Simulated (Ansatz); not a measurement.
`[SiH3][O][Mg][SH]`, relaxed with RKS PBE-D4/def2-SVP in the Gaussian-basis code of Ansatz from a rough embedded geometry. The force threshold is 0.03 eV/Å; the program also tests the step.

Charge 0, multiplicity 1.

Start:

```xyz
8

Si    1.093    0.598   -0.947
O     1.169   -0.984   -0.484
Mg   -0.445   -1.205    0.691
S    -2.342   -1.588    2.079
H    -0.168    0.915   -1.681
H     1.172    1.521    0.244
H     2.256    0.954   -1.836
H    -2.733   -0.209    1.934
```

Q: How much energy does the relaxation release, and in how many steps? (Best estimate.)

A: Computed: 59.47 kJ/mol, in 12 steps, 1 of them rejected.

Q: Which bonds change most? (Best estimate.)

A: Ansatz gave: O2–Mg3 from 2.009 to 1.808 Å; S4–H8 from 1.440 to 1.365 Å; Mg3–S4 from 2.381 to 2.311 Å; Si1–H5 from 1.493 to 1.511 Å.

Q: Give the relaxed structure. (Estimate.)

A: The calculation gave: 
```xyz
8

Si    1.244    0.878   -1.124
O     0.234   -0.007   -0.159
Mg   -0.871   -0.974    0.896
S    -2.263   -2.239    2.239
H     0.510    1.435   -2.321
H     1.839    2.044   -0.370
H     2.387    0.035   -1.639
H    -3.080   -1.172    2.479
```
